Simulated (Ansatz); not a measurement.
Program: Ansatz. Geometries: PBE0-D4/def2-TZVP. ΔE: electronic, gas phase. CCSD(T)/CBS is the MP2 limit (def2-TZVPP, def2-QZVPP) plus CCSD(T) − MP2 in def2-TZVPP, frozen cores. DFT in def2-TZVPP. B3LYP here is the variant with VWN-RPA as its local correlation; programs differ in this. Each species was taken in one conformer, which may not be the lowest.

Consider the substitution at a C–C bond: `C/C=[CH]/[AlH2]` + `CC(C)(C)S` → `CSC(C)(C)C` + `C=[CH][AlH2]`.

Task: Is it downhill or uphill in electronic energy at CCSD(T)/CBS, and by how much? (An estimate is asked.)

Result: Computed: Uphill: ΔE = +0.22 eV.

Task: What do these levels give: PBE-D4, BLYP-D4, r2SCAN-D4, B3LYP-D4, r2SCANh-D4, B2PLYP, r2SCAN, r2SCANh, BHLYP, MP2/def2-SVP, CCSD/def2-SVP, HF/def2-QZVPP? (Best estimate.)

Result: Ansatz gave: PBE-D4 0.25, BLYP-D4 0.22, r2SCAN-D4 0.27, B3LYP-D4 0.24, r2SCANh-D4 0.27, B2PLYP 0.26, r2SCAN 0.28, r2SCANh 0.28, BHLYP 0.29, MP2/def2-SVP 0.36, CCSD/def2-SVP 0.37, HF/def2-QZVPP 0.31 eV.

Largest T1 diagnostic among the species: 0.011.

At CCSD(T), def2-SVP lies +0.14 eV from the extrapolated value and def2-TZVPP +0.02 eV. Leaving LDA and LC-ωPBE aside and taking each functional with its dispersion term where it has one, the values, not all of them listed here, spread over 0.06 eV, from revPBE-D4 to B97M-V.
